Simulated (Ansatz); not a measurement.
A short molecular-dynamics run on Si17H24, a nanocrystal cut from cubic silicon.

```yaml
crystal:
  periodic: [false, false, false]
  atoms:
    - {symbol: Si, position_ang: [-1.820796, -2.807404, 2.962287]}
    - {symbol: Si, position_ang: [1.230910, -2.917958, -0.129673]}
    - {symbol: Si, position_ang: [-1.628403, 2.549927, -2.680545]}
    - {symbol: Si, position_ang: [1.104236, -0.146286, -2.706279]}
    - {symbol: Si, position_ang: [-1.591527, -0.227462, 0.006796]}
    - {symbol: Si, position_ang: [1.106940, -0.230158, 2.722481]}
    - {symbol: Si, position_ang: [1.077992, 2.543714, 0.044003]}
    - {symbol: Si, position_ang: [3.824256, -0.142102, 0.041585]}
    - {symbol: Si, position_ang: [-3.001276, -1.517421, 1.380626]}
    - {symbol: Si, position_ang: [-2.955367, 1.148704, -1.331903]}
    - {symbol: Si, position_ang: [-0.231626, -1.554559, -1.371816]}
    - {symbol: Si, position_ang: [-0.257715, -1.506267, 4.154421]}
    - {symbol: Si, position_ang: [2.470193, -1.564598, 1.345855]}
    - {symbol: Si, position_ang: [-0.258490, 1.218334, -4.056502]}
    - {symbol: Si, position_ang: [-0.285933, 3.909503, -1.303703]}
    - {symbol: Si, position_ang: [2.447269, 1.200422, -1.319123]}
    - {symbol: Si, position_ang: [-0.254850, 1.136328, 1.375871]}
    - {symbol: H, position_ang: [-2.797907, -3.414666, 3.940178]}
    - {symbol: H, position_ang: [-1.109702, -3.934512, 2.259259]}
    - {symbol: H, position_ang: [2.195231, -3.577329, -1.086456]}
    - {symbol: H, position_ang: [0.490605, -4.001845, 0.610594]}
    - {symbol: H, position_ang: [-2.511490, 3.422992, -3.542605]}
    - {symbol: H, position_ang: [2.002703, -1.002166, -3.570452]}
    - {symbol: H, position_ang: [2.014854, 0.646448, 3.556062]}
    - {symbol: H, position_ang: [1.954816, 3.391036, 0.937763]}
    - {symbol: H, position_ang: [4.754623, -0.963593, -0.817021]}
    - {symbol: H, position_ang: [4.657549, 0.735857, 0.942696]}
    - {symbol: H, position_ang: [-3.864746, -2.411742, 0.525131]}
    - {symbol: H, position_ang: [-3.907069, -0.564257, 2.121664]}
    - {symbol: H, position_ang: [-3.843723, 0.288818, -2.197470]}
    - {symbol: H, position_ang: [-3.835673, 1.980420, -0.431232]}
    - {symbol: H, position_ang: [-1.115664, -2.397074, -2.262692]}
    - {symbol: H, position_ang: [0.587372, -2.401007, 5.027247]}
    - {symbol: H, position_ang: [-1.015480, -0.557920, 5.050508]}
    - {symbol: H, position_ang: [3.344885, -2.436875, 2.216836]}
    - {symbol: H, position_ang: [-1.117914, 0.358048, -4.949935]}
    - {symbol: H, position_ang: [0.600085, 2.099273, -4.930263]}
    - {symbol: H, position_ang: [0.573342, 4.808312, -2.158609]}
    - {symbol: H, position_ang: [-1.162678, 4.778192, -0.435754]}
    - {symbol: H, position_ang: [3.297467, 2.095804, -2.191882]}
    - {symbol: H, position_ang: [-1.167301, 1.965031, 2.252085]}
basis:
  gaussian: {orbitals: def2-SVP, fitting: {mean_field: def2-universal-jkfit}}
hamiltonian: {xc: {name: BLYP}}
md: {timestep: 2 fs, n_steps: 25, ensemble: nve, temperature: 1500, initial_velocities: maxwell_boltzmann, seed: 441}
scf: {omitted_lower_state_checks: [starts]}
```

```sh
$ ansatz run in.yaml --threads 2 --pin off --events-out ev --progress --plain --max-ram 32768MiB --backend cuda --devices 0, --max-vram 18GiB
```

```
step  time (fs)  potential energy (eV)  kinetic (eV)  T (K)  conserved (eV)
   0        0.0           -134267.5152        7.5617   1500    -134259.9535
   1        2.0           -134266.0146        6.2768   1245    -134259.7378
   2        4.0           -134264.8653        5.2040   1032    -134259.6613
   3        6.0           -134265.1923        5.3561   1062    -134259.8362
   4        8.0           -134264.3768        4.6082    914    -134259.7686
   5       10.0           -134263.0126        3.2972    654    -134259.7153
   6       12.0           -134262.0977        2.4650    489    -134259.6327
   7       14.0           -134262.8021        3.0875    612    -134259.7146
   8       16.0           -134263.8775        3.9987    793    -134259.8788
   9       18.0           -134263.1692        3.4116    677    -134259.7576
  10       20.0           -134262.5521        2.9534    586    -134259.5987
  11       22.0           -134263.7830        3.9240    778    -134259.8590
  12       24.0           -134263.8888        4.0850    810    -134259.8038
  13       26.0           -134262.9936        3.2708    649    -134259.7228
  14       28.0           -134262.4602        2.8143    558    -134259.6459
  15       30.0           -134263.3221        3.5739    709    -134259.7482
  16       32.0           -134264.1387        4.2848    850    -134259.8539
  17       34.0           -134263.4621        3.7189    738    -134259.7432
  18       36.0           -134262.8659        3.1895    633    -134259.6764
  19       38.0           -134263.4943        3.7217    738    -134259.7726
  20       40.0           -134263.8148        3.9817    790    -134259.8331
  21       42.0           -134262.8408        3.1247    620    -134259.7161
  22       44.0           -134262.2681        2.6446    525    -134259.6235
  23       46.0           -134263.2013        3.4194    678    -134259.7819
  24       48.0           -134263.7169        3.9142    776    -134259.8028
  25       50.0           -134263.3601        3.6560    725    -134259.7040
```

Velocities are drawn at the set temperature; a run this short doesn't reach equilibrium. The conserved energy moves by 0.35 eV, a sign that the time step is too long.

Frames (Å, forces in eV/Å):

```xyz
41
time=0.0 fs
Si   -1.821   -2.807    2.962   -0.113   -0.269    0.110
Si    1.231   -2.918   -0.130    0.060   -0.354   -0.061
Si   -1.628    2.550   -2.681   -0.191    0.190   -0.187
Si    1.104   -0.146   -2.706    0.142   -0.140   -0.269
Si   -1.592   -0.227    0.007   -0.194   -0.017    0.014
Si    1.107   -0.230    2.722    0.132    0.119    0.253
Si    1.078    2.544    0.044    0.139    0.263    0.144
Si    3.824   -0.142    0.042    0.337    0.004    0.005
Si   -3.001   -1.517    1.381   -0.283   -0.059    0.021
Si   -2.955    1.149   -1.332   -0.320    0.023   -0.031
Si   -0.232   -1.555   -1.372   -0.100   -0.242   -0.192
Si   -0.258   -1.506    4.154    0.015   -0.028    0.297
Si    2.470   -1.565    1.346    0.237   -0.177    0.145
Si   -0.258    1.218   -4.057    0.004    0.005   -0.331
Si   -0.286    3.910   -1.304   -0.004    0.333    0.002
Si    2.447    1.200   -1.319    0.265    0.150   -0.141
Si   -0.255    1.136    1.376   -0.095    0.201    0.213
H    -2.798   -3.415    3.940    0.038    0.002   -0.040
H    -1.110   -3.935    2.259   -0.060    0.052    0.063
H     2.195   -3.577   -1.086   -0.046   -0.003    0.045
H     0.491   -4.002    0.611    0.064    0.042   -0.065
H    -2.511    3.423   -3.543    0.024   -0.026    0.026
H     2.003   -1.002   -3.570   -0.035    0.034    0.024
H     2.015    0.646    3.556   -0.036   -0.036   -0.021
H     1.955    3.391    0.938   -0.035   -0.022   -0.034
H     4.755   -0.964   -0.817   -0.012    0.040    0.040
H     4.658    0.736    0.943   -0.006   -0.042   -0.044
H    -3.865   -2.412    0.525    0.010    0.035    0.043
H    -3.907   -0.564    2.122    0.015   -0.051   -0.025
H    -3.844    0.289   -2.197    0.012    0.044    0.039
H    -3.836    1.980   -0.431    0.010   -0.036   -0.050
H    -1.116   -2.397   -2.263    0.039    0.023    0.035
H     0.587   -2.401    5.027   -0.034    0.037   -0.007
H    -1.015   -0.558    5.051    0.024   -0.043   -0.009
H     3.345   -2.437    2.217   -0.026    0.025   -0.030
H    -1.118    0.358   -4.950    0.039    0.039    0.008
H     0.600    2.099   -4.930   -0.037   -0.040    0.008
H     0.573    4.808   -2.159   -0.038   -0.008    0.040
H    -1.163    4.778   -0.436    0.038   -0.007   -0.039
H     3.297    2.096   -2.192   -0.023   -0.035    0.034
H    -1.167    1.965    2.252    0.045   -0.028   -0.034
41
time=12.0 fs
Si   -1.714   -2.783    2.866   -2.924    0.402    2.980
Si    1.132   -2.998   -0.115   -0.013   -0.777   -0.029
Si   -1.723    2.596   -2.705    0.697   -1.389   -0.428
Si    1.212   -0.119   -2.724   -1.530   -1.573   -2.495
Si   -1.587   -0.290    0.049   -1.036    1.020    0.077
Si    1.147   -0.230    2.762   -1.320   -0.262    0.373
Si    1.095    2.527    0.165    0.617   -0.055   -1.370
Si    3.908   -0.049    0.031   -1.895   -2.040   -0.657
Si   -2.992   -1.591    1.429   -0.865    2.742    1.588
Si   -3.033    1.148   -1.287   -1.492    0.665   -1.788
Si   -0.193   -1.537   -1.291   -0.824   -0.060   -1.560
Si   -0.291   -1.502    4.095    0.440   -0.147   -0.300
Si    2.298   -1.548    1.341    2.031   -0.528   -0.311
Si   -0.205    1.206   -4.148   -0.524    1.127    2.186
Si   -0.230    3.831   -1.412   -0.929    0.101    2.393
Si    2.453    1.240   -1.386    1.533    1.327   -0.121
Si   -0.266    1.135    1.438   -0.417    1.010    1.391
H    -2.684   -3.311    4.174    0.890    0.672   -1.648
H    -0.888   -3.878    2.811    1.463   -2.533   -1.110
H     2.116   -3.284   -1.260   -0.202   -0.408    0.556
H     0.314   -4.252    0.438    0.870    0.948   -0.424
H    -2.475    3.517   -3.582   -0.418    0.326   -0.112
H     1.478   -0.956   -4.158    0.543    0.509    1.864
H     1.929    0.593    3.657    0.848    0.669    0.450
H     2.341    3.138    0.829   -0.672    0.116    0.058
H     4.572   -1.368   -0.329    0.452    0.650   -0.443
H     4.576    0.689    1.045    0.897    0.803    1.012
H    -4.380   -1.922    1.015   -0.052   -0.388   -0.370
H    -3.431   -0.236    2.658    0.640   -1.914   -1.636
H    -4.044    0.628   -2.470    1.166   -0.234    1.131
H    -4.126    2.092   -0.736    0.680   -0.406    0.529
H    -1.326   -2.283   -2.075    0.754    0.290    0.122
H     0.109   -2.616    4.982    0.784   -0.324    0.179
H    -1.051   -0.723    5.007   -0.897    1.266    0.926
H     3.280   -2.472    2.130   -0.426    0.484   -0.276
H    -0.654    0.640   -5.380   -0.996   -1.273   -0.866
H     0.552    2.207   -4.865    1.073    1.036   -0.120
H     0.555    4.822   -2.021    1.461    1.071   -1.349
H    -0.948    4.851   -0.476   -0.119   -0.673   -0.261
H     3.157    2.403   -2.279   -0.456   -1.163    0.754
H    -0.919    2.213    2.450    0.170   -1.088   -0.894
41
time=24.0 fs
Si   -1.629   -2.819    2.826   -0.939   -3.035    0.825
Si    1.049   -3.070   -0.108    0.875   -0.957   -0.354
Si   -1.796    2.595   -2.759    0.942   -0.997    0.054
Si    1.240   -0.130   -2.796   -0.417   -1.361   -0.718
Si   -1.627   -0.304    0.091   -0.573    1.524   -0.360
Si    1.156   -0.214    2.841   -0.502    0.422    0.061
Si    1.128    2.500    0.217    0.330    0.161   -1.485
Si    3.936   -0.009    0.039   -0.448   -1.787   -0.087
Si   -3.019   -1.603    1.487    0.289    1.437    0.726
Si   -3.126    1.179   -1.288    0.778   -0.615   -0.382
Si   -0.171   -1.508   -1.266   -0.749   -0.049   -1.715
Si   -0.324   -1.482    4.079    0.691    0.229    0.981
Si    2.203   -1.540    1.308    2.154   -0.390   -0.338
Si   -0.170    1.252   -4.215   -0.424    0.143    0.786
Si   -0.158    3.796   -1.468   -0.019    0.032    0.983
Si    2.500    1.297   -1.429    0.926    0.450    0.375
Si   -0.274    1.145    1.529   -0.680    0.391    0.588
H    -2.714   -3.120    3.993    0.938   -0.093   -0.905
H    -0.783   -4.200    2.539   -1.066    1.371    0.132
H     2.120   -3.510   -1.122   -0.214    0.179    0.332
H     0.445   -4.453    0.305    0.155    1.023    0.085
H    -2.622    3.635   -3.461   -0.016   -0.020   -0.175
H     2.013   -1.157   -3.834   -0.612    1.069    1.182
H     2.143    0.623    3.593    0.105    0.024    0.100
H     2.249    3.229    0.978   -0.577   -0.007   -0.151
H     4.963   -1.131   -0.394   -0.676    0.862   -0.123
H     4.692    0.720    1.100   -0.106    0.316    0.137
H    -4.518   -1.751    1.241    0.484   -0.175   -0.018
H    -2.761   -0.621    2.729   -0.906   -0.397   -0.845
H    -3.768    0.189   -2.349   -0.086    0.769    0.991
H    -3.986    2.012   -0.301    0.075   -0.525   -0.674
H    -1.202   -2.214   -2.172    0.356    0.149    0.104
H     0.273   -2.646    4.853    0.125    0.424    0.224
H    -1.158   -0.558    4.925   -0.010   -0.189    0.135
H     3.195   -2.386    2.117   -0.186    0.161   -0.107
H    -0.625    0.387   -5.422    0.201    0.690    0.447
H     0.826    2.378   -4.449   -0.216   -0.219   -0.599
H     0.845    4.582   -2.319   -0.461   -0.035    0.287
H    -1.076    4.610   -0.556    0.330    0.318   -0.381
H     3.183    2.409   -2.310   -0.280   -0.687    0.547
H    -1.116    2.095    2.469    0.409   -0.607   -0.663
41
time=36.0 fs
Si   -1.586   -2.930    2.809    1.454   -1.243   -3.397
Si    1.012   -3.144   -0.118    0.983    1.462   -0.327
Si   -1.825    2.551   -2.814    0.794   -0.039    0.524
Si    1.230   -0.171   -2.860   -2.460    2.511    2.506
Si   -1.692   -0.248    0.116    0.495    0.748   -0.633
Si    1.146   -0.173    2.925    0.775    0.718   -1.028
Si    1.163    2.474    0.192   -0.895    0.313   -0.861
Si    3.924   -0.022    0.056   -0.383    0.858    0.242
Si   -3.022   -1.570    1.551   -0.143   -1.560   -2.313
Si   -3.163    1.190   -1.297    1.803   -0.097    0.958
Si   -0.174   -1.474   -1.313   -0.052    0.100   -0.371
Si   -0.328   -1.453    4.109    0.531   -0.108    1.828
Si    2.201   -1.543    1.255    0.873    0.254   -0.080
Si   -0.150    1.322   -4.228    0.362   -0.378   -0.953
Si   -0.093    3.757   -1.472    0.123    0.137   -0.895
Si    2.573    1.347   -1.432   -1.147   -1.710    1.747
Si   -0.294    1.150    1.621    0.821   -0.829   -1.795
H    -2.511   -3.345    3.716   -2.116   -1.325    2.371
H    -1.125   -4.282    1.905   -0.223    1.700    1.495
H     2.157   -3.710   -0.875    0.187   -0.140   -0.381
H     0.370   -4.267    0.552   -0.430   -0.374    0.354
H    -2.714    3.620   -3.466    0.367   -0.422   -0.112
H     2.335   -0.935   -3.120    2.153   -1.861   -1.452
H     2.370    0.577    3.538   -0.837   -0.349   -0.008
H     1.756    3.492    1.117    0.331    0.108   -0.033
H     5.094   -0.449   -0.818   -0.177   -0.491    0.367
H     4.571    0.956    1.136   -0.534   -0.813   -0.661
H    -4.501   -1.944    1.267    0.804   -0.050   -0.073
H    -3.035   -0.727    2.617   -0.554    2.400    2.580
H    -3.926    0.079   -1.766   -0.908   -0.936   -1.056
H    -4.019    1.715   -0.200   -0.160    0.724   -0.029
H    -0.936   -2.161   -2.369   -0.664   -0.386   -0.394
H     0.648   -2.244    5.028   -0.748    0.183   -0.149
H    -1.310   -0.553    4.985    0.680   -0.834   -0.675
H     3.104   -2.296    2.144    0.469   -0.466    0.383
H    -0.660    0.436   -5.482    0.380    1.004    0.976
H     0.970    2.398   -4.636   -1.141   -0.802    0.057
H     0.905    4.397   -2.592   -0.936   -0.540    1.104
H    -0.969    4.838   -0.924    0.092    0.353    0.155
H     3.313    2.276   -2.216    0.836    1.157   -0.804
H    -1.329    1.863    2.302   -0.806    1.020    0.832
41
time=50.0 fs
Si   -1.605   -3.088    2.790    1.976    0.960   -1.495
Si    1.021   -3.177   -0.137    0.983    2.964   -0.973
Si   -1.798    2.480   -2.839    0.647    0.143    0.329
Si    1.213   -0.167   -2.840   -0.700    2.392    1.136
Si   -1.742   -0.139    0.115    0.976   -0.608    0.199
Si    1.144   -0.111    2.951    0.669   -0.323   -0.404
Si    1.155    2.476    0.124   -1.160   -0.100   -0.008
Si    3.863   -0.029    0.056   -0.552    0.836    1.099
Si   -3.013   -1.505    1.639   -1.490    0.050    0.014
Si   -3.161    1.147   -1.277    1.456    1.581    0.157
Si   -0.205   -1.454   -1.418   -0.005   -0.238    0.835
Si   -0.287   -1.455    4.198   -0.978   -0.835    1.129
Si    2.277   -1.550    1.209    0.163    0.407    0.091
Si   -0.132    1.383   -4.228   -0.242   -0.204   -1.779
Si   -0.074    3.713   -1.473    0.183    0.031   -2.319
Si    2.639    1.363   -1.385   -2.084   -1.964    1.195
Si   -0.327    1.156    1.659    1.423   -0.387   -2.443
H    -2.280   -3.906    3.684   -1.481   -1.277    1.714
H    -0.944   -4.222    1.774   -0.866    1.501    1.318
H     2.031   -3.978   -0.847    0.249   -0.333   -0.356
H     0.202   -3.865    0.777   -0.738   -1.090    0.676
H    -2.603    3.338   -3.842    0.222   -0.255    0.533
H     2.344   -0.902   -3.302    0.933   -1.030   -0.962
H     2.234    0.562    3.865   -0.737   -0.236   -0.689
H     1.548    3.629    0.966    0.654    0.251    0.293
H     5.029   -0.424   -0.782    0.357   -0.505    0.234
H     4.265    0.965    1.237    0.033   -0.842   -0.852
H    -4.088   -2.428    0.963    0.526    0.660    0.214
H    -3.887   -0.429    2.542    1.060   -1.227   -0.745
H    -4.171    0.298   -1.773   -1.170   -1.308   -0.973
H    -3.972    2.145   -0.515    0.087    0.229    0.286
H    -1.028   -2.145   -2.416   -0.641   -0.337   -0.449
H     0.528   -1.937    5.420   -0.322   -0.179   -0.524
H    -1.553   -0.780    4.921    1.024   -0.244   -0.736
H     3.098   -2.353    2.128    0.544   -0.419    0.394
H    -0.854    0.786   -5.526    0.420   -0.058    1.149
H     0.699    2.438   -5.078   -0.314   -0.584    1.056
H     0.931    4.098   -2.708   -0.696   -0.577    1.129
H    -0.465    5.102   -1.197   -0.450    0.530    0.590
H     3.462    2.282   -2.054    1.110    1.375   -1.075
H    -1.252    1.996    2.315   -1.068    1.249    1.014
```

Run time 2.1 min (2 threads of AMD EPYC 7R13 on a shared host and a share (18 GiB) of an NVIDIA H100 80GB HBM3), peak host memory 0.93 GiB.
